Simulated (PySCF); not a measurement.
A side-by-side comparison of computed properties.

First species: C₆H₆ClN.
Atom-mapped SMILES: `[CH:1]#[C:2][C@@H:3]([CH2:4][Cl:5])[CH2:6][C:7]#[N:8]` (hydrogens: H9 on C1; H10 on C3; H11, H12 on C4; H13, H14 on C6)

Cartesian coordinates in Å at the GFN2-xTB level; atoms count from 1:
```xyz
14
C6H6ClN angstrom
C     -2.581   -0.057   -0.923
C     -1.400   -0.001   -0.744
C      0.029    0.060   -0.491
C      0.408    1.397    0.150
Cl    -0.447    1.631    1.702
C      0.449   -1.127    0.401
C      1.880   -1.178    0.542
N      3.020   -1.196    0.631
H     -3.616   -0.100   -1.090
H      0.560   -0.008   -1.450
H      0.124    2.229   -0.495
H      1.477    1.433    0.362
H      0.103   -2.065   -0.042
H     -0.005   -1.018    1.390
```

Second species: C8H10FN.
Numbering: `[CH:1]#[C:2][CH2:3][C@:4]([CH3:5])([CH2:6][F:7])[CH2:8][C:9]#[N:10]` (hydrogens: H11 on C1; H12, H13 on C3; H14, H15, H16 on C5; H17, H18 on C6; H19, H20 on C8)

Geometry (GFN2-xTB, Å), atoms numbered from 1 in this order:
```
atom  x, y, z in Å
C1     2.6506    1.5236   -0.6271
C2     1.7617    0.7552   -0.8528
C3     0.6716   -0.1659   -1.1039
C4    -0.2151   -0.3588    0.1421
C5     0.5984   -0.9627    1.2872
C6    -1.3660   -1.3036   -0.2252
F7    -2.1834   -1.5103    0.8593
C8    -0.7991    0.9982    0.5899
C9    -1.5466    1.6326   -0.4639
N10   -2.1350    2.1155   -1.3172
H11    3.4357    2.1951   -0.4463
H12    0.0685    0.2247   -1.9296
H13    1.0880   -1.1305   -1.4094
H14    1.0284   -1.9148    0.9825
H15    1.4093   -0.2954    1.5691
H16   -0.0344   -1.1351    2.1551
H17   -1.9944   -0.8820   -1.0175
H18   -0.9922   -2.2880   -0.5269
H19   -1.4651    0.8469    1.4442
H20    0.0140    1.6659    0.8872
```

Levels: PBE0/pcSseg-1 for dipole moment, HOMO energy, LUMO energy and HOMO–LUMO gap; GFN2-xTB for rotational constant A and rotational constant C. Geometries: GFN2-xTB. All species are isolated and taken at one optimised geometry, non-relativistic unless stated; the electronic structure was computed with PySCF and density fitting.

The conformers computed, where there is a choice (atom-mapped SMILES and torsion angles):
- `[CH:1]#[C:2][C@@H:3]([CH2:4][Cl:5])[CH2:6][C:7]#[N:8]`: C2–C3–C4–Cl5 60°, C2–C3–C6–C7 173°
- `[CH:1]#[C:2][CH2:3][C@:4]([CH3:5])([CH2:6][F:7])[CH2:8][C:9]#[N:10]`: C2–C3–C4–C5 -62°, C3–C4–C6–F7 180°, C3–C4–C8–C9 57°

Which has the higher rotational constant A?

The first: 2.180 GHz against 1.637 GHz, a difference of 0.543 GHz.

Which has the higher dipole moment?

The second: 3.79 D against 3.39 D, a difference of 0.40 D.

Which has the higher HOMO energy?

The second: -8.21 eV against -8.43 eV, a difference of 0.22 eV.

Which of the two has the higher LUMO energy, and by how much?

The second: 0.62 eV against 0.20 eV, a difference of 0.42 eV.

Which has the higher HOMO–LUMO gap?

The second: 8.83 eV against 8.63 eV, a difference of 0.20 eV.

Which has the higher rotational constant C?

The first: 0.914 GHz against 0.795 GHz, a difference of 0.119 GHz.

On the first: A dipole of 3.39 D is allowed in C1, and pure rotational transitions are dipole-allowed. The dipole matches unit charges of opposite sign 0.71 Å apart (1 e·Å = 4.8032 D).

On the second: A dipole of 3.79 D is allowed in C1, and pure rotational transitions are dipole-allowed. The dipole matches unit charges of opposite sign 0.79 Å apart (1 e·Å = 4.8032 D).
